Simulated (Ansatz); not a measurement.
Cartesian coordinates in Å:
```
C 0.4367 0.4505 0.6430
S 0.6181 -1.2647 0.0728
Si -0.8120 -1.5135 -1.4928
F -1.4778 -0.0356 -1.5198
H -0.5681 0.6210 1.0230
H 1.1609 0.5976 1.4427
H 0.6421 1.1446 -0.1690
```

The species carries charge 0 and has multiplicity 1.

Question: List the PBE/def2-TZVPP orbital energies in eV (the Gaussian-basis code of Ansatz). (Best estimate.)

Answer: The calculation gave: Occupied: -2395.92, -1780.94, -660.00, -269.94, -208.87, -155.03, -154.87, -154.86, -138.42, -95.25, -95.18, -95.07, -29.59, -19.57, -16.09, -12.85, -11.28, -10.87, -10.43, -10.27, -10.01, -8.05, -6.52, -5.96. Lowest empty: -2.72, -1.40, 0.14, 1.01, 1.40, 1.96, 2.13, 3.38.
